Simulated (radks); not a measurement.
Results of a calculation; reference values are marked as such.
Correlation energies from several functionals, in hartree. Species: O7+ 1s1; Be3+ 1s1. Code: a radial shooting solver on a logarithmic mesh with Libxc functionals. Model: non-relativistic Kohn-Sham, r2SCAN, spin-polarised, spherical densities, point nucleus; meta-GGA in the generalised Kohn-Sham scheme. Every spin shell is full or empty, so the densities are truly spherical. Functionals are evaluated on that one density, not self-consistently.

| functional | O7+ | Be3+ |
|---|---|---|
| PW92 | -0.046810 | -0.037748 |
| Chachiyo | -0.046372 | -0.037349 |
| PBE | -0.0061911 | -0.0062306 |
| LYP | 0 | 0 |
| P86 | -0.00077102 | 0.0047164 |
| PW91 | -0.0089392 | -0.0080825 |
| AM05 | -0.040846 | -0.032962 |
| TPSS | 0 | 0 |
| SCAN | 0 | 0 |
| Tao-Mo | 0 | 0 |
